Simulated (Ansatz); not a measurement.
Ansatz (a first-principles code) input (r2SCAN/def2-TZVPD):

Ansatz 0.2 input:
```yaml
crystal:
  periodic: [false, false, false]
  atoms:
    - {symbol: C, position_ang: [-1.52963259, -1.19362612, -0.17104352]}
    - {symbol: Al, position_ang: [-0.00366969, 0.01975631, 0.00404828]}
    - {symbol: C, position_ang: [1.85559492, -0.56124168, -0.18854794]}
    - {symbol: N, position_ang: [-0.32191036, 1.73305337, 0.35512145]}
    - {symbol: H, position_ang: [-1.47023985, -2.01246488, 0.55246861]}
    - {symbol: H, position_ang: [-2.48758291, -0.69054290, -0.02063984]}
    - {symbol: H, position_ang: [-1.55401400, -1.65871213, -1.16135101]}
    - {symbol: H, position_ang: [2.56789068, 0.25819377, -0.06795319]}
    - {symbol: H, position_ang: [2.10894281, -1.32883151, 0.54917089]}
    - {symbol: H, position_ang: [2.03142644, -1.00876851, -1.17155213]}
    - {symbol: H, position_ang: [0.38583600, 2.44279702, 0.46449233]}
    - {symbol: H, position_ang: [-1.23695475, 2.13933026, 0.47443528]}
basis:
  gaussian:
    orbitals: def2-TZVPD
hamiltonian:
  xc: {name: r2SCAN}
total_charge: 1
magnetization: {spin_polarized: true, initial_magnetization: 1}
```

End of the output:

```
integrals: 0.14 GiB planned
1199 factors; their error is unknown
0.38 GiB of the device are held for the grids
1.24 GiB of device memory are held for the factors and their scratch space
mean field: 1.26 GiB planned
mean field evaluation 1: about -10256.1135 eV, gradient 8.1e1 eV
mean field evaluation 2: about -10215.5278 eV, gradient 1.0e2 eV
mean field evaluation 4: about -10279.1692 eV, gradient 2.5e1 eV
mean field evaluation 8: about -10280.6377 eV, gradient 1.7e1 eV
mean field evaluation 16: about -10282.7069 eV, gradient 1.1e-1 eV
mean field evaluation 32: about -10282.6710 eV, gradient 2.9e-5 eV
mean field -10282.67178436 eV, -377.8812182299 hartree, gradient 2.0e-5 eV, S^2 0.759536; 7 other end points of the search recorded, 0 dependent functions left out
reference -10282.67180171 eV, -377.8812188677 hartree; 20, 19 occupied and 206, 207 virtual orbitals, 1199 factors
Total energy: -10282.67180171 eV, -377.8812188677 hartree
```

This state (charge 1, doublet) is run at the relaxed geometry of the species with charge 0 and multiplicity 1.
